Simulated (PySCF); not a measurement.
How do the members of this family differ from one of them?

PySCF, wB97X-D/def2-SVPD, density fitting, gas phase; each molecule at its own PBE0-D3(BJ)/def2-SVP geometry, one conformer. Singlet excitations by full TDDFT with frozen cores and triplets by Tamm–Dancoff TDDFT. 

Torsions of the conformers computed, which needn't be the lowest (atom-mapped SMILES):
- `[F:1][B:2]([F:3])[CH2:4][CH2:5][Cl:6]`: F1–B2–C4–C5 173°, B2–C4–C5–Cl6 179°
- `[CH3:1]/[N:2]=[CH:3]\[CH2:4][CH2:5][B:6]([F:7])[F:8]`: N2–C3–C4–C5 -178°, C3–C4–C5–B6 177°, C4–C5–B6–F7 -178°
- `[CH3:1][C:2](=[O:3])[NH:4][CH2:5][CH2:6][B:7]([F:8])[F:9]`: C1–C2–N4–C5 -176°, C2–N4–C5–C6 91°, N4–C5–C6–B7 -179°, C5–C6–B7–F8 2°
- `[CH3:1][Si:2]([CH3:3])([CH3:4])[O:5][CH2:6][CH2:7][B:8]([F:9])[F:10]`: C1–Si2–O5–C6 -58°, Si2–O5–C6–C7 -178°, O5–C6–C7–B8 -177°, C6–C7–B8–F9 -177°
- `[F:1][B:2]([F:3])[CH2:4][CH2:5][CH2:6][C:7]([F:8])([F:9])[F:10]`: F1–B2–C4–C5 -167°, B2–C4–C5–C6 67°, C4–C5–C6–C7 176°, C5–C6–C7–F8 59°
- `[F:1][B:2]([F:3])[CH2:4][CH2:5][CH:6]([Cl:7])[Cl:8]`: F1–B2–C4–C5 174°, B2–C4–C5–C6 179°, C4–C5–C6–Cl7 -62°

Reference: `FB(F)CCCl`, with HOMO energy -10.54 eV, LUMO energy 1.59 eV, lowest singlet excitation 7.44 eV, lowest triplet excitation 6.79 eV, mean polarisability 52.1 au and dipole moment 0.56 D.

Changes against it:

```json
{"molecule": "C[Si](C)(C)OCCB(F)F", "Δ HOMO energy (eV)": "+0.91", "Δ LUMO energy (eV)": "+0.22", "Δ lowest singlet excitation (eV)": "+0.15", "Δ lowest triplet excitation (eV)": "+0.73", "Δ mean polarisability (au)": "+49.8", "Δ dipole moment (D)": "+1.37"}
{"molecule": "FB(F)CCCC(F)(F)F", "Δ HOMO energy (eV)": "-1.11", "Δ LUMO energy (eV)": "+0.09", "Δ lowest singlet excitation (eV)": "+0.97", "Δ lowest triplet excitation (eV)": "+0.85", "Δ mean polarisability (au)": "+11.2", "Δ dipole moment (D)": "+1.64"}
{"molecule": "FB(F)CCC(Cl)Cl", "Δ HOMO energy (eV)": "-0.25", "Δ LUMO energy (eV)": "-0.15", "Δ lowest singlet excitation (eV)": "-0.31", "Δ lowest triplet excitation (eV)": "-0.30", "Δ mean polarisability (au)": "+24.1", "Δ dipole moment (D)": "+0.78"}
```

Rows whose labels were lost:

```json
{"row": "P", "Δ HOMO energy (eV)": "+1.15", "Δ LUMO energy (eV)": "+0.15", "Δ lowest singlet excitation (eV)": "-1.65", "Δ lowest triplet excitation (eV)": "-1.46", "Δ mean polarisability (au)": "+20.7", "Δ dipole moment (D)": "+3.88"}
{"row": "Q", "Δ HOMO energy (eV)": "+1.54", "Δ LUMO energy (eV)": "-0.25", "Δ lowest singlet excitation (eV)": "-2.59", "Δ lowest triplet excitation (eV)": "-2.67", "Δ mean polarisability (au)": "+17.4", "Δ dipole moment (D)": "+0.05"}
```

**Question.** Which row belongs to which of `C/N=C\CCB(F)F` and `CC(=O)NCCB(F)F`?

**Answer.** P = `CC(=O)NCCB(F)F` and Q = `C/N=C\CCB(F)F`. P and Q are told apart most clearly by the dipole moment (+3.88 against +0.05 D).

**Question.** Which row has the smallest HOMO–LUMO gap and which the largest, and does the HOMO or the LUMO shift more there?

**Answer.** Smallest, counted from the reference: Q, -1.79 eV (HOMO +1.54, LUMO -0.25), the larger shift being that of the HOMO. Largest: `FB(F)CCCC(F)(F)F`, +1.20 eV (HOMO -1.11, LUMO +0.09), the larger shift being that of the HOMO.
